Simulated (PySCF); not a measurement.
**Cobalt: a sound run and one with changed settings**

Sound run: Co [Ar] 3d7 4s2, Co⁺ [Ar] 3d8. All numbers are calculated (PySCF 2.14, the non-relativistic Hamiltonian (point nucleus), in aug-cc-pVDZ). In the sound run the correlated levels freeze [Ar]. The sound run starts from symmetry-adapted Hartree-Fock orbitals and uses a fine grid where one is needed.

Changed run: all electrons correlated in a basis built for the valence shell.

```csv
species,method,sound run (hartree),changed run (hartree),converged
Co,MP2,-1381.63775,-1381.86142,yes
Co⁺,MP2,-1381.37859,-1381.61117,yes
```

Ionisation energy of Co:

| method | sound run (eV) | changed run (eV) |
| --- | --- | --- |
| UHF | 7.830 | 7.830 |
| MP2 | 7.052 | 6.810 |
| SCS-MP2 | 7.132 | 6.989 |

A valence basis has no tight correlating functions, so it recovers only part of the core correlation, and not evenly between atom and ion.

For comparison, NIST gives 7.881 eV between the lowest levels.
